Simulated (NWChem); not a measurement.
System: C2H2Cl, doublet; SMILES [CH]=CCl

Here is an NWChem input.

```
start job
memory heap 200 mb stack 700 mb global 900 mb
geometry units angstroms
  C     -1.757600     0.287373     0.214927
  C     -0.553403     0.687507     0.273159
  Cl     0.856891    -0.362641    -0.181379
  H     -2.412838    -0.512733    -0.017002
  H     -0.189100     1.651422     0.580690
end
basis spherical
  C library 6-31g*
  Cl library 6-31g*
  H library 6-31g*
end
dft
  odft
  mult 2
  xc hfexch
  iterations 150
end
driver
  maxiter 150
  loose
end
task dft optimize
```

Parts of the log:

```
             Northwest Computational Chemistry Package (NWChem) 7.3.0
             --------------------------------------------------------

 CS  symmetry detected

                             Geometry "geometry" -> ""
                             -------------------------

 Output coordinates in angstroms (scale by  1.889725989 to convert to a.u.)

  No.       Tag          Charge          X              Y              Z
 ---- ---------------- ---------- -------------- -------------- --------------
    1 C                    6.0000    -0.28759423     1.70393524     0.00000000
    2 C                    6.0000     0.49826162     0.70592763     0.00000000
    3 Cl                  17.0000    -0.09080543    -1.01202021     0.00000000
    4 H                    1.0000    -1.29394155     2.03644475     0.00000000
    5 H                    1.0000     1.57362960     0.70872153     0.00000000

 Effective nuclear repulsion energy (a.u.)      80.0843395733

      Symmetry information
      --------------------

 Group name             Cs
 Group number              2
 Group order               2
 No. of unique centers     5

                                Z-matrix (autoz)
                                --------

 Units are Angstrom for bonds and degrees for angles

      Type          Name      I     J     K     L     M      Value
      ----------- --------  ----- ----- ----- ----- ----- ----------
    1 Stretch                  1     2                       1.27027
    2 Stretch                  1     4                       1.05986
    3 Stretch                  2     3                       1.81613
    4 Stretch                  2     5                       1.07537
    5 Bend                     1     2     3               122.85590
    6 Bend                     1     2     5               128.06891
    7 Bend                     2     1     4               146.50196
    8 Bend                     3     2     5               109.07518
    9 Torsion                  3     2     1     4           0.00000
   10 Torsion                  4     1     2     5         180.00000

  xc_inp: hfexch multiplicative factor not found.

                           NWChem Geometry Optimization
                           ----------------------------

 maximum gradient threshold         (gmax) =   0.004500
 rms gradient threshold             (grms) =   0.003000
 maximum cartesian step threshold   (xmax) =   0.018000
 rms cartesian step threshold       (xrms) =   0.012000
 fixed trust radius                (trust) =   0.300000
 source of zmatrix                         =   autoz

          -------------------
          Energy Minimization
          -------------------

 Using diagonal initial Hessian
 Scaling for Hessian diagonals: bonds = 1.00  angles = 0.25  torsions = 0.10

          --------
          Step   0

                                 NWChem DFT Module
                                 -----------------

 Summary of "ao basis" -> "ao basis" (spherical)
 ------------------------------------------------------------------------------
       Tag                 Description            Shells   Functions and Types
 ---------------- ------------------------------  ------  ---------------------
 C                           6-31g*                  6       14   3s2p1d
 Cl                          6-31g*                  8       18   4s3p1d
 H                           6-31g*                  2        2   2s

      Symmetry analysis of basis
      --------------------------

        a'         37
        a"         13

            General Information
            -------------------
          SCF calculation type: DFT
          Wavefunction type:  spin polarized.
          No. of atoms     :     5
          No. of electrons :    31
           Alpha electrons :    16
            Beta electrons :    15
          Charge           :     0
          Spin multiplicity:     2
          Use of symmetry is: on ; symmetry adaption is: on
          Maximum number of iterations: 150
          AO basis - number of functions:    50
                     number of shells:    24
          Convergence on energy requested:  1.00D-06
          Convergence on density requested:  1.00D-05
          Convergence on gradient requested:  5.00D-04

              XC Information
              --------------
                     Hartree-Fock (Exact) Exchange  1.000

      Superposition of Atomic Density Guess
      -------------------------------------

 Sum of atomic energies:        -535.76755609

      Non-variational initial energy
      ------------------------------

 Total energy =    -536.828942
 1-e energy   =    -895.781616
 2-e energy   =     278.868334
 HOMO         =      -0.189356
 LUMO         =       0.065160

   Symmetry analysis of molecular orbitals - initial alpha
   -------------------------------------------------------

  Numbering of irreducible representations:

     1 a'          2 a"

  Orbital symmetries:

     1 a'          2 a'          3 a'          4 a'          5 a'
     6 a'          7 a"          8 a'          9 a'         10 a'
    11 a'         12 a'         13 a"         14 a'         15 a"
    16 a'         17 a"         18 a'         19 a'         20 a'
    21 a'         22 a'         23 a'         24 a"         25 a'
    26 a'

[...]

      ----------------------
      Optimization converged
      ----------------------

  Step       Energy      Delta E   Gmax     Grms     Xrms     Xmax
  ---- ---------------- -------- -------- -------- -------- --------
@    4    -536.28863254 -2.7D-06  0.00009  0.00005  0.00208  0.00600
                                     ok       ok       ok       ok

                                Z-matrix (autoz)
                                --------

 Units are Angstrom for bonds and degrees for angles

      Type          Name      I     J     K     L     M      Value     Gradient
      ----------- --------  ----- ----- ----- ----- ----- ---------- ----------
    1 Stretch                  1     2                       1.32307   -0.00004
    2 Stretch                  1     4                       1.06882   -0.00001
    3 Stretch                  2     3                       1.74754   -0.00006
    4 Stretch                  2     5                       1.07104    0.00001
    5 Bend                     1     2     3               122.35857    0.00001
    6 Bend                     1     2     5               124.11295   -0.00009
    7 Bend                     2     1     4               135.85822    0.00002
    8 Bend                     3     2     5               113.52848    0.00008
    9 Torsion                  3     2     1     4           0.00000    0.00000
   10 Torsion                  4     1     2     5         180.00000    0.00000

                         Geometry "geometry" -> "geometry"
                         ---------------------------------

 Output coordinates in angstroms (scale by  1.889725989 to convert to a.u.)

  No.       Tag          Charge          X              Y              Z
 ---- ---------------- ---------- -------------- -------------- --------------
    1 C                    6.0000    -0.25656517     1.75378267     0.00000000
    2 C                    6.0000     0.51564005     0.67943995     0.00000000
    3 Cl                  17.0000    -0.13713368    -0.94160638     0.00000000
    4 H                    1.0000    -1.30865536     1.94215057     0.00000000
    5 H                    1.0000     1.58626417     0.70924214     0.00000000

 Effective nuclear repulsion energy (a.u.)      80.9841072194

      Symmetry information
      --------------------

 Group name             Cs
 Group number              2
 Group order               2
 No. of unique centers     5

                Final and change from initial internal coordinates
                --------------------------------------------------

                                Z-matrix (autoz)
                                --------

 Units are Angstrom for bonds and degrees for angles

      Type          Name      I     J     K     L     M      Value       Change
      ----------- --------  ----- ----- ----- ----- ----- ---------- ----------
    1 Stretch                  1     2                       1.32307    0.05280
    2 Stretch                  1     4                       1.06882    0.00896
    3 Stretch                  2     3                       1.74754   -0.06859
    4 Stretch                  2     5                       1.07104   -0.00433
    5 Bend                     1     2     3               122.35857   -0.49734
    6 Bend                     1     2     5               124.11295   -3.95596
    7 Bend                     2     1     4               135.85822  -10.64374
    8 Bend                     3     2     5               113.52848    4.45329
    9 Torsion                  3     2     1     4           0.00000    0.00000
   10 Torsion                  4     1     2     5         180.00000    0.00000

 ==============================================================================
                                internuclear distances
 ------------------------------------------------------------------------------
       center one      |      center two      | atomic units |  angstroms
 ------------------------------------------------------------------------------
    2 C                |   1 C                |     2.50024  |     1.32307
    3 Cl               |   2 C                |     3.30238  |     1.74754
    4 H                |   1 C                |     2.01978  |     1.06882
    5 H                |   2 C                |     2.02397  |     1.07104
 ------------------------------------------------------------------------------
                         number of included internuclear distances:          4
 ==============================================================================
```

Level: UHF/6-31G* (spherical d). In the optimisation the excess spin sits in a' (Cs, its own frame). The determinant is spin-contaminated (<S²> = 1.03). No stability test was run on the SCF state.
